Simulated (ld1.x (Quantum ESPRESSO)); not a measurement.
**Reading a pseudo-wave (N)**

Columns: radius, all-electron u(r) and pseudo u(r) of the 2s shell (level -18.66 eV) of nitrogen in the configuration [He] 2s2 2p3; BP86, non-relativistic, TM scheme, ld1.x (Quantum ESPRESSO) 7.5.

```csv
r (bohr),all-electron,pseudo
0.068,0.3349,-0.0803
0.135,0.3823,-0.1524
0.202,0.2885,-0.2126
0.270,0.1287,-0.2615
0.338,-0.0514,-0.3056
0.405,-0.2247,-0.3574
0.473,-0.3840,-0.4313
0.540,-0.5194,-0.5277
0.608,-0.6332,-0.6333
0.675,-0.7223,-0.7223
0.742,-0.7901,-0.7901
0.810,-0.8394,-0.8394
0.878,-0.8714,-0.8714
0.945,-0.8886,-0.8886
1.013,-0.8939,-0.8939
1.080,-0.8894,-0.8894
1.148,-0.8767,-0.8767
1.215,-0.8581,-0.8581
1.283,-0.8342,-0.8342
1.350,-0.8071,-0.8071
1.418,-0.7769,-0.7769
1.485,-0.7455,-0.7455
1.553,-0.7124,-0.7124
1.620,-0.6793,-0.6793
1.688,-0.6456,-0.6456
1.755,-0.6126,-0.6126
```

Question: How many radial nodes do the two functions have?

Answer: The all-electron 2s function has n − l − 1 = 1; the pseudo-wave has 0, since the states of the same l below it are removed with the core.

Question: At about which radius was the pseudo-wave matched?

Answer: 0.65 bohr, where the columns begin to agree (steps of 0.07 bohr).

Question: Is the pseudo-wave norm-conserving?

Answer: Yes: the TM scheme keeps the norm inside the radius equal to the all-electron one, which fixes the energy derivative of the logarithmic derivative at the level.
